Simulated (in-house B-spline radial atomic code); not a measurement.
Configurations of Ne, with energies counted from [He] 2s2 2p6. Computed with a radial B-spline atomic code at the basis-set limit: scalar-relativistic (X2C) TPSSh, spin-polarised, spherical fractional occupations, Fermi nucleus of rms radius 3.0055 fm. Caution: exact exchange at fractional occupations of open shells leaves self-interaction of up to several eV. Shells without spins written out take the highest spin.

Occupations are held fixed; configurations that lie above the ionisation limit could autoionise.

```json
{"configuration": "[He] 2s2 2p(3 up, 2 down) 3s(1 up, 0 down)", "E - E(ref) (eV)": "17.858", "highest orbital": "3s up", "its <r> (bohr)": "4.27"}
{"configuration": "[He] 2s2 2p5 3p1", "E - E(ref) (eV)": "19.86", "highest orbital": "3p up", "its <r> (bohr)": "6.021"}
{"configuration": "[He] 2s2 2p(2 up, 3 down) 3d(1 up, 0 down)", "E - E(ref) (eV)": "21.299", "highest orbital": "3d up", "its <r> (bohr)": "10.32"}
```

(1) Order these further configurations by energy, lowest first.
A. [He] 2s(0 up, 1 down) 2p6 3s(0 up, 1 down)
B. [He] 2s2 2p5 3d1
C. [He] 2s1 2p6 3p1

Results:

(1) B (21.297 eV), A (41.455 eV), C (43.474 eV).
